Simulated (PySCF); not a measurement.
# Electron correlation in N⁺ (nitrogen, charge +1)

[He] 2s2 2p2, high-spin 3P determinant. Calculation: PySCF 2.14, in aug-cc-pwCVTZ (7s6p4d2f, 59 functions); the non-relativistic Hamiltonian (point nucleus). Frozen: nothing; 6 electrons correlated.

MP2 pair energies summed by pair of shells (mhartree):

```
 pair  energy  share (%)
2s-2p  -45.92       37.7
1s-1s  -33.70       27.6
2s-2s  -21.31       17.5
2p-2p   -7.72        6.3
1s-2p   -7.08        5.8
1s-2s   -6.23        5.1
```

Total MP2 correlation energy: -121.95 mhartree.

Same-spin part -18.29 and opposite-spin part -103.67 mhartree; SCS-MP2 scales them by 1/3 and 6/5 to -130.49 mhartree.
